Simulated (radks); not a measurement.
Q: Numerical settings for the chromium ion Cr2+, [Ar] 3d4. Method: scalar-relativistic Kohn-Sham, PBE, spin-polarised, spherical densities, finite nucleus; open shells are filled with parallel spins first; Fermi nuclear charge, rms radius 3.6452 fm; computed with a radial shooting solver on a logarithmic mesh with Libxc functionals. The defaults (mesh step 0.008 in ln r, mesh end at 40 bohr or more with all orbitals vanishing there, Anderson mixing 0.5 over 9 steps, residual threshold near 1e-9 with the energy settled to 1e-9 hartree or 1e-11 of itself, here a cap of 78 iterations) give E = -1049.8194 hartree and 3d at -24.157 eV in 18 iterations. Run on one thread of a shared host, so times are rough (Arm Neoverse V2): 0.13 s of CPU time, 0.13 s wall, 18 iterations on 2189 mesh points. One setting is changed at a time: mesh step in ln r 0.03; mesh step in ln r 0.012; mesh step in ln r 0.02; mesh end (bohr) 8; mesh end (bohr) 400; residual threshold 0.001; residual threshold 1e-16; mixing 1.5; linear mixing, mixing 0.5; linear mixing, mixing 0.2; mixing history 3; iteration cap 2. Which runs fail to converge, and which converge to a wrong energy?

A: Not converged within the cap: residual threshold 1e-16; linear mixing, mixing 0.5; linear mixing, mixing 0.2; iteration cap 2. No run marked as converged misses the energy by more than 1 mhartree.
